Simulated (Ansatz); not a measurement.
The same silylene extrusion along the group O, Se, Te.

Computed with Ansatz on PBE0-D4/def2-TZVP structures; ΔE is electronic, products minus reactants. CCSD(T)/CBS adds triple-zeta CCSD(T) − MP2 to the extrapolated MP2 energy (def2 sets, frozen cores). This one scheme is used for every species. DFT in def2-TZVPP. B3LYP here is the variant with VWN-RPA as its local correlation; programs differ in this. def2 core potentials past Kr. For Se, Te outer-core shells are correlated without core-valence functions, which leaves a few kJ/mol of doubt a bond. Scalar relativity is left out up to krypton. Each species was taken in one conformer, which may not be the lowest.

```json
{"reaction": "`O[SiH2]F` → `F[SiH]` + H₂O", "CCSD(T)/CBS(def2) (eV)": "?"}
{"reaction": "`F[SiH2][SeH]` → `F[SiH]` + H₂Se", "CCSD(T)/CBS(def2) (eV)": "2.81"}
{"reaction": "`F[SiH2][TeH]` → `F[SiH]` + H₂Te", "CCSD(T)/CBS(def2) (eV)": "2.75"}
```

Task: Fill in the missing values. (Estimate.)

Result: The calculation gave: `O[SiH2]F` → `F[SiH]` + H₂O: +3.25 eV.

Largest T1 diagnostic: 0.015, for `F[SiH]`.
